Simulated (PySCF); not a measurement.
**Mg⁺ (magnesium, charge +1) across methods**

[Ne] 3s1, 2S determinant. Computed with PySCF 2.14 in dyall-av3z, with the spin-free X2C one-electron Hamiltonian (Gaussian nucleus).

```csv
method,E (hartree),mean ε 2p α (eV),mean ε 2p β (eV),mean ε 3s α (eV),Σ⟨r²⟩ (bohr²),⟨S²⟩
PBE0,-200.0036,-59.745,-59.578,-12.726,13.70,0.750
UHF,-199.67862,-70.880,-70.709,-14.760,13.97,0.750
M06-2X,-200.0932,-63.580,-63.513,-13.800,13.47,0.750
PBE,-199.9867,-55.662,-55.492,-11.915,13.68,0.750
r2SCAN,-200.0827,-57.042,-56.908,-12.062,13.68,0.750
BHandHLYP,-200.1128,-63.759,-63.604,-13.459,13.60,0.750
LC-wPBE,-200.0311,-61.511,-61.366,-15.038,13.71,0.750
LDA,-199.1603,-55.803,-55.648,-12.001,13.58,0.750
```
